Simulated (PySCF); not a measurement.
Molecule: SMILES [O-]C(C1(CC#N)CC1)=O, [C6H6NO2]-.

Geometry (Å), atoms numbered from 1 in this order:
```xyz
15

N    -2.4153    1.7143   -1.1632
C    -1.6728    1.3892   -0.3486
C    -0.7597    0.9584    0.6573
C     0.2551   -0.0754    0.1879
C     1.6280    0.0456    0.9691
O     2.4037   -0.9005    0.8149
O     1.7569    1.0838    1.6323
C     0.3416   -0.4845   -1.2549
C    -0.2017   -1.4382   -0.2369
H    -1.3311    0.5614    1.5052
H    -0.1634    1.8071    1.0259
H    -0.3394   -0.0467   -1.9741
H     1.3312   -0.6837   -1.6416
H    -1.2639   -1.6542   -0.2480
H     0.4265   -2.2686    0.0530
```

Total charge -1.

Frames of a GFN2-xTB Langevin trajectory at 300 K; GIAO PBE0/pcSseg-1 shieldings in PySCF 2.14, gas phase, non-relativistic; equivalent atoms averaged within each frame.

Scale: NH3 for $^{15}$N (267.73 ppm); $^{13}$C (186.93 ppm) and $^{1}$H (31.72 ppm) vs TMS; H2O for $^{17}$O (336.08 ppm) (reference shieldings calculated alike). The references are static minima.

Task: How do the shifts (ppm) fluctuate along the trajectory?

Result: 
| time (fs) | N1 | C5 | C2 | C4 | C3 | C8/C9 | O7 | O6 | H10/H11 | H13/H15 |
| --- | --- | --- | --- | --- | --- | --- | --- | --- | --- | --- |
| optimised geometry | 283.5 | 169.6 | 130.0 | 22.6 | 21.4 | 12.0 | 324.2 | 284.3 | 3.65 | 0.88 |
| 250 | 297.7 | 178.9 | 132.6 | 30.9 | 27.5 | 13.5 | 354.7 | 308.2 | 3.87 | 1.45 |
| 425 | 285.2 | 166.9 | 130.0 | 22.2 | 18.8 | 14.1 | 327.1 | 278.7 | 3.50 | 0.51 |
| 625 | 283.7 | 163.5 | 128.8 | 22.6 | 12.9 | 20.1 | 295.4 | 275.8 | 3.22 | 2.65 |
| 800 | 288.0 | 168.1 | 129.6 | 27.8 | 27.3 | 8.6 | 320.5 | 314.6 | 4.43 | 1.30 |
| 1000 | 282.7 | 173.9 | 126.5 | 24.9 | 31.8 | 9.6 | 324.4 | 330.1 | 4.27 | 0.22 |
| mean of frames | 287.5 | 170.3 | 129.5 | 25.7 | 23.6 | 13.2 | 324.4 | 301.5 | 3.86 | 1.23 |
| standard deviation | 6.1 | 6.1 | 2.2 | 3.7 | 7.7 | 4.5 | 21.1 | 23.5 | 0.51 | 0.95 |

5 frames give an uncertainty of the mean of about the standard deviation over 2.2 at best, since frames this close in time may not be independent; classical motion lacks zero-point vibration, and the reference would need the same averaging.
